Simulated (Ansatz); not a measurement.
`NBF` + `[OH][InH2]` → `FB[O][InH2]` + NH₃ at 700 K and 1 bar (ligand exchange at a B–N bond).

Calculated with Ansatz (gas phase, PBE0-D4/def2-TZVP geometries, no zero-point term in ΔE). CBS: MP2 limit from def2 TZ/QZ plus the TZ coupled-cluster correction, frozen cores. This one scheme is used for every species. Elements past krypton have def2 core potentials. For In outer-core shells are correlated without core-valence functions, which leaves a few kJ/mol of doubt a bond. One conformer a species, not always the lowest.

| species | CCSD(T)/CBS energy (Eh) | H − E (kJ/mol) | S (J/(mol·K)) |
| --- | --- | --- | --- |
| `NBF` | -181.19761 | 153.7 | 318.4 |
| `[OH][InH2]` | -266.78179 | 108.6 | 338.8 |
| `FB[O][InH2]` | -391.48685 | 145.3 | 423.4 |
| NH₃ | -56.50880 | 116.9 | 226.5 |

H − E and S are ideal-gas, rigid-rotor, harmonic terms from PBE0-D4/def2-TZVP, for one conformer and one mirror image of each species. 1 Eh = 2625.50 kJ/mol, R = 8.31446 J/(mol·K).

Q: By hand: ΔE, ΔH, ΔS and ΔG.

A: ΔE = (-391.48685) + (-56.50880) − (-181.19761) − (-266.78179) = -0.01625 Eh = -42.7 kJ/mol. Δ(H − E) = 145.3 + 116.9 − 153.7 − 108.6 = -0.1, so ΔH = -42.8 kJ/mol. ΔS = 423.4 + 226.5 − 318.4 − 338.8 = -7.3 J/(mol·K). ΔG = -42.8 − 700 × (-7.3)/1000 = -37.7 kJ/mol.

Q: By hand: the equilibrium constant, and the temperature at which ΔG would vanish if ΔH and ΔS stayed fixed.

A: log₁₀ K = −ΔG/(RT ln 10) = 2.8. ΔG = 0 at ΔH/ΔS = 5863 K, far beyond where these terms or the molecules hold.

The number of gas molecules stays the same, so ΔS is small and ΔH decides. A doubt of 5 kJ/mol in ΔE shifts log₁₀ K by 0.4 here. Other conformers and mirror images would add mixing entropy, several J/(mol·K) or more a flexible species. These are equilibria of isolated gas molecules and say nothing of rates. Largest T1 diagnostic: 0.017 (customary marks: 0.02 for closed shells, 0.045 for open ones).
